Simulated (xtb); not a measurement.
BCl2, doublet, from a rough starting geometry; xtb with GFN2-xTB.

Here is a job for xtb.
```
$ xtb mol.xyz --gfn 2 --uhf 1 --opt vtight --json

# file mol.xyz
3

B      0.00437098     0.55707653    -0.07241623
Cl     1.47070641    -0.30176075    -0.01813551
Cl    -1.50612950    -0.35513992     0.03036709
```

Task: What does xtb print? Leave out banner, timings and long lists.

Result: 
```
   ID    Z sym.   atoms
    1    5 B      1
    2   17 Cl     2, 3

           -------------------------------------------------
          |                Calculation Setup                |
           -------------------------------------------------

           -------------------------------------------------
          |                 G F N 2 - x T B                 |
           -------------------------------------------------

          ...................................................
          :                      SETUP                      :
          :.................................................:
          :  # basis functions                  24          :
          :  # atomic orbitals                  22          :
          :  # shells                            8          :
          :  # electrons                        17          :
          :  max. iterations                   250          :
          :  Hamiltonian                  GFN2-xTB          :
          :  restarted?                      false          :
          :  GBSA solvation                  false          :
          :  PC potential                    false          :
          :  electronic temp.          300.0000000     K    :
          :  accuracy                    1.0000000          :
          :  -> integral cutoff          0.2500000E+02      :
          :  -> integral neglect         0.1000000E-07      :
          :  -> SCF convergence          0.1000000E-05 Eh   :
          :  -> wf. convergence          0.1000000E-03 e    :
          :  Broyden damping             0.4000000          :
          :  net charge                          0          :
          :  unpaired electrons                  1          :
          ...................................................

 iter      E             dE          RMSdq      gap      omega  full diag
   1    -10.2606805 -0.102607E+02  0.984E+00    1.28       0.0  T
   2    -10.2972087 -0.365282E-01  0.672E+00    1.41       1.0  T
   3    -10.2962814  0.927290E-03  0.350E+00    1.64       1.0  T
   4    -10.3178582 -0.215768E-01  0.985E-01    1.92       1.0  T
   5    -10.3146279  0.323023E-02  0.135E+00    1.93       1.0  T
   6    -10.3201332 -0.550523E-02  0.221E-01    1.87       1.0  T
   7    -10.3202853 -0.152158E-03  0.690E-02    1.88       1.0  T
   8    -10.3202912 -0.585232E-05  0.398E-02    1.88       1.5  T
   9    -10.3202855  0.572351E-05  0.537E-02    1.88       1.1  T
  10    -10.3202903 -0.482176E-05  0.392E-02    1.88       1.5  T
  11    -10.3202951 -0.478950E-05  0.713E-03    1.88       8.1  T
  12    -10.3202951 -0.438560E-07  0.552E-03    1.88      10.5  T
  13    -10.3202951 -0.168888E-07  0.328E-03    1.88      17.6  T
  14    -10.3202952 -0.244339E-07  0.565E-04    1.88     102.2  T
  15    -10.3202952  0.206123E-08  0.965E-04    1.88      59.8  T

   *** convergence criteria satisfied after 15 iterations ***

         :::::::::::::::::::::::::::::::::::::::::::::::::::::
         ::                     SUMMARY                     ::
         :::::::::::::::::::::::::::::::::::::::::::::::::::::
         :: total energy             -10.307533297313 Eh    ::
         :: gradient norm              0.031141178804 Eh/a0 ::
         :: HOMO-LUMO gap              1.882806305377 eV    ::
         ::.................................................::
         :: SCC energy               -10.320295157884 Eh    ::
         :: -> isotropic ES            0.022106058774 Eh    ::
         :: -> anisotropic ES         -0.000615469893 Eh    ::
         :: -> anisotropic XC         -0.001578635591 Eh    ::
         :: -> dispersion             -0.001673164070 Eh    ::
         :: repulsion energy           0.012761860571 Eh    ::
         :: add. restraining           0.000000000000 Eh    ::
         :: total charge               0.000000000000 e     ::
         :::::::::::::::::::::::::::::::::::::::::::::::::::::

[...]
 * total energy  :   -10.3075333 Eh     change       -0.3331108E-08 Eh
 * total energy  :   -10.3086431 Eh     change       -0.1109761E-02 Eh
 * total energy  :   -10.3093266 Eh     change       -0.6835864E-03 Eh
 * total energy  :   -10.3093506 Eh     change       -0.2397788E-04 Eh
 * total energy  :   -10.3093705 Eh     change       -0.1985958E-04 Eh
 * total energy  :   -10.3093719 Eh     change       -0.1424092E-05 Eh
 * total energy  :   -10.3093721 Eh     change       -0.1968086E-06 Eh
 * total energy  :   -10.3093721 Eh     change       -0.1453191E-08 Eh
   *** GEOMETRY OPTIMIZATION CONVERGED AFTER 8 ITERATIONS ***
         :: total energy             -10.309372107892 Eh    ::
[...]

           -------------------------------------------------
          |                Property Printout                |
           -------------------------------------------------

    * Orbital Energies and Occupations

         #    Occupation            Energy/Eh            Energy/eV
      -------------------------------------------------------------
         1        2.0000           -1.0682308             -29.0680
         2        2.0000           -1.0669054             -29.0320
         3        2.0000           -0.5329143             -14.5013
         4        2.0000           -0.4969720             -13.5233
         5        2.0000           -0.4833779             -13.1534
         6        2.0000           -0.4796462             -13.0518
         7        2.0000           -0.4500501             -12.2465
         8        2.0000           -0.4417704             -12.0212
         9        1.0000           -0.3283808              -8.9357 (HOMO)
        10                         -0.2608716              -7.0987 (LUMO)
        11                         -0.0593008              -1.6137
        12                         -0.0444132              -1.2085
        13                         -0.0012686              -0.0345
        14                         -0.0008608              -0.0234
        15                         -0.0008481              -0.0231
        16                         -0.0008266              -0.0225
        17                         -0.0003261              -0.0089
        18                          0.0009107               0.0248
        19                          0.0115850               0.3152
        20                          0.0268969               0.7319
       ...                                ...                  ...
        22                          0.3868875              10.5277
      -------------------------------------------------------------
                  HL-Gap            0.0675092 Eh            1.8370 eV
             Fermi-level           -0.3398509 Eh           -9.2478 eV

     #   Z          covCN         q      C6AA      α(0)
     1   5 B        1.648     0.312    35.670    12.586
     2  17 Cl       0.915    -0.156   104.013    15.603
     3  17 Cl       0.915    -0.156   104.013    15.603

 Mol. C6AA /au·bohr⁶  :        688.627199
 Mol. C8AA /au·bohr⁸  :      28440.106921
 Mol. α(0) /au        :         43.791647

Wiberg/Mayer (AO) data.
largest (>0.10) Wiberg bond orders for each atom

 ---------------------------------------------------------------------------
     #   Z sym  total        # sym  WBO       # sym  WBO       # sym  WBO
 ---------------------------------------------------------------------------
     1   5 B    2.547 --     3 Cl   1.274     2 Cl   1.274
     2  17 Cl   1.351 --     1 B    1.274
     3  17 Cl   1.351 --     1 B    1.274
 ---------------------------------------------------------------------------

Topologies differ in total number of bonds
Writing topology from bond orders to xtbtopo.mol

molecular dipole:
                 x           y           z       tot (Debye)
 q only:       -0.007       0.480      -0.042
   full:        0.001      -0.049       0.004       0.126
molecular quadrupole (traceless):
                xx          xy          yy          xz          yz          zz
 q only:       -2.546      -0.069       1.409       0.061      -0.055       1.137
  q+dip:       -2.392      -0.040       0.730       0.063       0.087       1.662
   full:       -2.613      -0.034       0.237       0.077       0.194       2.376

optimized geometry written to: xtbopt.xyz

           -------------------------------------------------
          | TOTAL ENERGY              -10.309372107892 Eh   |
          | GRADIENT NORM               0.000005593716 Eh/α |
          | HOMO-LUMO GAP               1.837018600019 eV   |
           -------------------------------------------------

normal termination of xtb
```
